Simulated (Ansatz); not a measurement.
HGa, singlet, geometry from GFN2-xTB (such geometries of metal compounds can be far from the true shape).

Here is a job for Ansatz (a quantum-chemistry and plane-wave program).
Ansatz 0.2 input:
```yaml
crystal:
  periodic: [false, false, false]
  atoms:
    - {symbol: Ga, position_ang: [-0.00000000, -0.00000000, -0.05952365]}
    - {symbol: H, position_ang: [0.00000000, 0.00000000, 1.84523317]}
basis:
  gaussian:
    orbitals: 6-31G__.json
hamiltonian:
  xc: b3lyp5
```
The basis file holds 6-31G** in the JSON format of the Basis Set Exchange.

Give the number of basis functions at the level B3LYP5/6-31G** run with Ansatz.

40

What is the computed total energy (B3LYP5/6-31G**)?

-1925.068863 Ha
